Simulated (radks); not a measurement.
The numbers below are computed, except where a source is named.
Problem. Valence configurations of the rhodium ion Rh3+ (all share [Kr]). Code: a radial shooting solver on a logarithmic mesh with Libxc functionals. Model: scalar-relativistic Kohn-Sham, PBEsol, spin-polarised, spherical densities, finite nucleus; open shells are filled with parallel spins first (spin-orbit coupling, left out, can overturn this in heavy ions); Fermi nuclear charge, rms radius 4.4945 fm. Order these by energy: 4d5.5 5p0.5; 4d4 5s1 5p1; 4d4 5p2; 4d5 5s1; 4d6; 4d5 5p1; 4d4 5s2; 4d3 5s1 5p2; 4d4.5 5s1.5; 4d5.5 5s0.5.

Solution. From the lowest, in eV above it: 4d6 0.000; 4d5.5 5s0.5 3.715; 4d5.5 5p0.5 7.471; 4d5 5s1 7.577; 4d5 5p1 15.309; 4d4.5 5s1.5 15.575; 4d4 5s2 23.694; 4d4 5s1 5p1 29.191; 4d4 5p2 37.310; 4d3 5s1 5p2 53.583. NIST lists [Kr] 4d6 as the ground configuration; this level of theory agrees among the configurations tried. The energies are those of spherical high-spin densities, not of single terms.
